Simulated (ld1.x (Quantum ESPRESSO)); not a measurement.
Values are calculated unless marked as measured or tabulated.
## Hardness and transferability of assorted potentials

Generated with ld1.x 7.5 (TM, RRKJ, ultrasoft, PAW), atompaw 4.2 or ONCVPSP 4.0.1. The cutoff is in Ry: for ld1.x and atompaw files where the sum of valence levels is converged to 10 mRy in a Bessel basis, for ONCV files where the hardest occupied wave has 1 mHa per electron of residual kinetic energy. The error is the largest all-electron minus pseudo excitation energy over each file’s own four to seven test configurations (ionisations up to +4, promotions, holes and added fractions of an electron), all of which were solved. The labels leave out finer settings (local radius, basis sizes, second energies), which also bear on the numbers. Spin-polarised tests are not counted. The rows are a selection from randomly drawn settings: files with unsolved tests, undetermined cutoffs or missed reference levels are left out.

A true bound ghost makes a file unfit for plane-wave use even where its test errors are small: the radial tests pick states by their node count and pass the ghost by.

| element | potential | cutoff (Ry) | largest error (meV) | bound ghosts |
| --- | --- | --- | --- | --- |
| B | TM, LDA (PZ), scalar-relativistic, rc 1.60/1.90/1.85 (spd), local smoothed, core correction no, reference 2s1 2p2 | 25 | +169 | none |
| Ti | ultrasoft, PBE, non-relativistic, rc 3.60/3.15/1.95 (spd), local smoothed, core correction no, reference 3d2 4s2 4p0 | 25 | +478 | none |
| V | RRKJ, PW91, scalar-relativistic, rc 2.15/2.70/1.75/2.45 (spdf), local s, core correction no, reference 3d4 4s1 4p0 | 50 | -136 | none |

(1) Fill in the row for I: ultrasoft, PBE, non-relativistic, rc 1.85/1.80 (sp), local smoothed, core correction yes, reference 5s2 5p3.5.

(2) Fill in the row for Ne: RRKJ, PBE, scalar-relativistic, rc 0.50/1.05/0.85 (spd), local s, core correction yes, reference 2s2 2p4.

(3) Fill in the row for Cr: RRKJ, PBE, scalar-relativistic, rc 1.85/3.75/1.95 (spd), local s, core correction yes, reference 3d4 4s2 4p0.

## Answers

(1) cutoff 15 Ry, largest error -190 meV, bound ghosts: d.

(2) cutoff 300 Ry, largest error +574 meV, bound ghosts: none.

(3) cutoff 45 Ry, largest error -380 meV, bound ghosts: none.
